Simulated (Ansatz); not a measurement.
Basis-set series for `C[O][Mo](=[NH])(=[NH])[NH2]`. Charge 0, multiplicity 1. Mo: def2 effective core potential. The structure was optimised at the PBE0-D4/def2-TZVP level. It is one conformer, not always the lowest.

```xyz
13

C     1.0071   -1.1874   -1.6537
O     0.6276   -1.1858   -0.3036
Mo   -0.1177    0.2325    0.6880
N     0.1668   -0.0917    2.3647
N     0.5705    1.7230    0.1357
N    -2.0357    0.3694    0.4209
H     1.6747   -2.0362   -1.8310
H     1.5307   -0.2632   -1.9241
H     0.1326   -1.2949   -2.3061
H     0.5200    0.1123    3.2885
H     1.0904    2.5834    0.2384
H    -2.4576    1.0616   -0.1778
H    -2.7093   -0.0229    1.0601
```

| functional | basis | functions | energy (Eh) | HOMO (eV) | LUMO (eV) |
| --- | --- | --- | --- | --- | --- |
| PBE0-D4 | def2-SVP | 136 | -349.53257 | -7.01 | -0.74 |
| PBE0-D4 | def2-TZVPP | 309 | -349.88947 | -7.15 | -0.95 |
| ωB97M-V | def2-SVP | 136 | -349.63376 | -9.22 | 1.32 |
| ωB97M-V | def2-TZVPP | 309 | -350.00265 | -9.38 | 1.06 |

(1) Give the rows for def2-QZVPP. (An estimate is asked.)

Answers

(1) Ansatz gave: 
```csv
functional,basis,functions,energy (Eh),HOMO (eV),LUMO (eV)
PBE0-D4,def2-QZVPP,576,-349.91007,-7.18,-1.01
ωB97M-V,def2-QZVPP,576,-350.02259,-9.42,0.59
```

Positive LUMOs are unbound and depend on the basis.
